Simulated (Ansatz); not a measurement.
A search over several starts for the lowest SCF solution of C4H4Ge⁺, that is Ge(CCH)2H2 with one electron fewer at the given spin, in a small basis.

```yaml
crystal:
  periodic: [false, false, false]
  atoms:
    - {symbol: Ge, position_ang: [-0.820512, -0.031052, -0.561041]}
    - {symbol: C, position_ang: [-0.780651, -0.020646, 1.337780]}
    - {symbol: C, position_ang: [-0.758697, -0.017623, 2.553031]}
    - {symbol: H, position_ang: [-0.740126, -0.015047, 3.628613]}
    - {symbol: C, position_ang: [0.963008, 0.025804, -1.211431]}
    - {symbol: C, position_ang: [2.101588, 0.068351, -1.634693]}
    - {symbol: H, position_ang: [3.109539, 0.104854, -2.008766]}
    - {symbol: H, position_ang: [-1.578757, 1.204989, -1.058455]}
    - {symbol: H, position_ang: [-1.495383, -1.319629, -1.045047]}
basis:
  gaussian: {orbitals: def2-SVP}
total_charge: 1
magnetization: {spin_polarized: true, initial_magnetization: 1}
hamiltonian: {xc: pbe0, dispersion: d4}
output: {orbitals: {seedname: orbitals}}
```

```sh
$ ansatz run in.yaml --threads 2 --pin off --events-out ev --progress --plain --max-ram 4352MiB
```

It prints (some lines left out):

```
Functional definition: PBE0
1102 factors; integrals over basis functions are off by at most 1.3e-3 eV
mean field evaluation 1: about -60681.1434 eV, gradient 4.6e1 eV
mean field evaluation 2: about -60665.7234 eV, gradient 7.0e1 eV
mean field evaluation 4: about -60693.5880 eV, gradient 1.3e1 eV
mean field evaluation 8: about -60694.4483 eV, gradient 4.4e-1 eV
mean field evaluation 16: about -60694.6411 eV, gradient 4.3e-3 eV
mean field evaluation 32: about -60694.6411 eV, gradient 8.1e-5 eV
mean field -60694.64107647 eV, -2230.4869192549 hartree, gradient 3.7e-6 eV, S^2 0.755638; 4 other end points of the search recorded, 0 dependent functions left out
reference -60694.64110253 eV, -2230.4869202127 hartree; 30, 29 occupied and 78, 79 virtual orbitals, 1102 factors
Total energy: -60694.78016688 eV, -2230.4920307331 hartree
```

It took 8 s on 2 threads of Intel Xeon 6975P-C on a shared host.
